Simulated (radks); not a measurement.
Nb, configuration [Kr] 4d4 6s1 (not the ground configuration). Method: Dirac Kohn-Sham, BLYP, spin-unpolarised, spherical densities, point nucleus; open shells fill j = l - 1/2 first; computed with a radial shooting solver on a logarithmic mesh with Libxc functionals.

Spin-orbit splittings of the eigenvalues, e(l+1/2) - e(l-1/2), with zeta = 2 splitting/(2l+1) and mean radii in bohr:

[
 {"shell": "2p", "occ.": "6", "splitting (eV)": "95.84", "zeta (eV)": "63.89", "<r> j=l-1/2": "0.1346", "<r> j=l+1/2": "0.1391"},
 {"shell": "3p", "occ.": "6", "splitting (eV)": "15.52", "zeta (eV)": "10.35", "<r> j=l-1/2": "0.4387", "<r> j=l+1/2": "0.4493"},
 {"shell": "3d", "occ.": "10", "splitting (eV)": "2.890", "zeta (eV)": "1.156", "<r> j=l-1/2": "0.4311", "<r> j=l+1/2": "0.4346"},
 {"shell": "4p", "occ.": "6", "splitting (eV)": "2.107", "zeta (eV)": "1.405", "<r> j=l-1/2": "1.283", "<r> j=l+1/2": "1.315"}
]

Empty levels of this run are not shown, since the potential may be unsettled where no density lies.
